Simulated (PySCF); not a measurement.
## Stationary points of SrI₂

Computed with PySCF, PBE, basis Sr def2-TZVP with ECP28, I def2-TZVP with ECP28 (scalar-relativistic core potentials, no spin–orbit coupling, density fitting).

Relaxations began from a few typed shapes. The search is not exhaustive: other isomers or separated fragments can lie lower, and high-lying points may rest on an excited occupation.

Which is the lowest minimum found?
A. singlet D∞h: Sr–I 2.999 Å (×2); I–Sr–I 180.0°
B. singlet C2v: Sr–I 2.993 Å (×2); I–Sr–I 159.6°

B. The others lie at 0.3 (singlet D∞h) kJ/mol above it.

Counting electrons, strontium keeps none of its valence electrons outside its bonds, so the VSEPR class is AX2 and the expected shape is linear (D∞h). The calculation gives C2v instead. Heavy alkaline-earth centres are the known exception: their polarisable core and low (n−1)d orbitals favour bending; the Mulliken d population here is 0.53.
